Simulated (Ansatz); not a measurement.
Reaction (formal exchange of groups at a Ga–C bond): `CC(C)(C)[CH2][Ga]([Cl])[Cl]` + `CC(C)N` → `[NH2][Ga]([Cl])[Cl]` + `CC(C)CC(C)(C)C`

Computed with Ansatz on PBE0-D4/def2-TZVP structures; ΔE is electronic, products minus reactants. CBS: MP2 limit from def2 TZ/QZ plus the TZ coupled-cluster correction, frozen cores. Functionals use def2-TZVPP. B3LYP here is the variant with VWN-RPA as its local correlation; programs differ in this. HSE06 is defined as in plane-wave codes. For Ga outer-core shells are correlated without core-valence functions, which leaves a few kJ/mol of doubt a bond. Scalar relativity is left out up to krypton. Each species was taken in one conformer, which may not be the lowest.

`CC(C)(C)[CH2][Ga]([Cl])[Cl]`:

```xyz
19

C     1.378    0.786   -0.326
C    -0.086    0.451   -0.054
C    -0.714   -0.160   -1.303
C    -0.836    1.732    0.311
C    -0.202   -0.531    1.120
Ga    0.382   -2.357    0.716
Cl    2.301   -2.939   -0.044
Cl   -0.912   -4.037    1.032
H     1.461    1.496   -1.153
H     1.844    1.239    0.553
H     1.955   -0.104   -0.590
H    -1.749   -0.464   -1.122
H    -0.153   -1.042   -1.642
H    -0.714    0.550   -2.134
H    -1.896    1.532    0.488
H    -0.422    2.182    1.218
H    -0.761    2.469   -0.493
H     0.367   -0.171    1.984
H    -1.244   -0.631    1.438
```

`CC(C)N`:

```xyz
13

C    -0.764   -0.922    0.704
C     0.049    0.270    0.234
C     1.245   -0.166   -0.592
N    -0.801    1.127   -0.585
H    -1.623   -0.603    1.300
H    -1.139   -1.483   -0.156
H    -0.159   -1.589    1.321
H     0.429    0.793    1.128
H     1.907   -0.813   -0.011
H     1.830    0.695   -0.926
H     0.911   -0.712   -1.478
H    -1.595    1.456   -0.049
H    -0.290    1.947   -0.891
```

`[NH2][Ga]([Cl])[Cl]`:

Z-matrix (Å, degrees):
```
N
Ga 1 1.791
H 1 1.005 2 123.0
H 1 1.005 2 123.0 3 -173.3
Cl 2 2.124 1 120.6 3 -3.8
Cl 2 2.124 1 120.6 3 177.1
```

`CC(C)CC(C)(C)C`:

Cartesian coordinates in Å:
```
C -1.686 1.271 -0.685
C -1.455 -0.188 -0.316
C -2.705 -0.754 0.348
C -0.256 -0.436 0.601
C 1.170 -0.100 0.122
C 1.491 1.388 0.261
C 2.140 -0.868 1.022
C 1.386 -0.543 -1.322
H -0.904 1.666 -1.333
H -1.731 1.900 0.209
H -2.635 1.384 -1.217
H -1.295 -0.750 -1.244
H -2.585 -1.813 0.590
H -2.922 -0.224 1.281
H -3.579 -0.653 -0.301
H -0.430 0.085 1.552
H -0.269 -1.505 0.845
H 1.345 1.721 1.293
H 2.536 1.575 -0.003
H 0.873 2.013 -0.382
H 1.986 -0.609 2.073
H 3.178 -0.634 0.768
H 2.002 -1.948 0.919
H 2.430 -0.397 -1.614
H 1.151 -1.604 -1.448
H 0.765 0.024 -2.019
```

```csv
level,ΔE (kJ/mol),difference from CCSD(T)/CBS
LDA (SPW92),-47.7,5.4
revPBE-D4,-41.2,11.9
BLYP-D4,-41.1,12.0
r2SCAN-D4,-49.8,3.3
B97M-V,-51.8,1.3
PBE0-D4,-46.4,6.7
B3LYP-D4,-45.9,7.2
r2SCANh-D4,-50.8,2.3
r2SCAN0-D4,-52.6,0.5
HSE06-D4,-46.0,7.1
BHLYP-D4,-50.8,2.3
CAM-B3LYP-D4,-52.6,0.5
ωB97X-V,-54.0,-0.9
ωB97M-V,-51.9,1.2
B2PLYP,-51.6,1.5
PBE-QIDH,-53.9,-0.8
PBE,-40.5,12.6
revPBE,-37.2,15.9
BLYP,-40.5,12.6
r2SCAN,-49.0,4.1
PBE0,-46.1,7.0
B3LYP,-46.0,7.1
r2SCANh,-50.3,2.8
r2SCAN0,-52.0,1.1
BHLYP,-53.1,0.0
CAM-B3LYP,-52.7,0.4
LC-ωPBE,-54.8,-1.7
RPA@PBE/def2-TZVPP,-51.1,2.0
HF/def2-SVP,-51.5,1.6
MP2/def2-SVP,-60.5,-7.4
CCSD/def2-SVP,-57.3,-4.2
HF/def2-TZVPP,-57.3,-4.2
MP2/def2-TZVPP,-56.9,-3.8
SCS-MP2/def2-TZVPP,-56.6,-3.5
CCSD/def2-TZVPP,-55.9,-2.8
HF/def2-QZVPP,-58.3,-5.2
MP2/def2-QZVPP,-56.3,-3.2
SCS-MP2/def2-QZVPP,-56.4,-3.3
MP2/CBS(def2),-55.2,-2.1
CCSD/CBS(def2),-54.1,-1.0
CCSD(T)/CBS,-53.1,0
```

Largest T1 diagnostic among the species: 0.011.

From BLYP to BHLYP (50 % exact exchange), in def2-TZVPP and without D4, ΔE moves by −12.7 kJ/mol. Leaving LDA and LC-ωPBE aside and taking each functional with its dispersion term where it has one, the values, not all of them listed here, spread over 13.0 kJ/mol, from ωB97X-V to PBE-D4. LDA lies −7.3 kJ/mol from PBE without D4.

CCSD(T)/CBS has its own doubt, a few kJ/mol and more with outer-core shells, so smaller differences from it don't rank the levels.
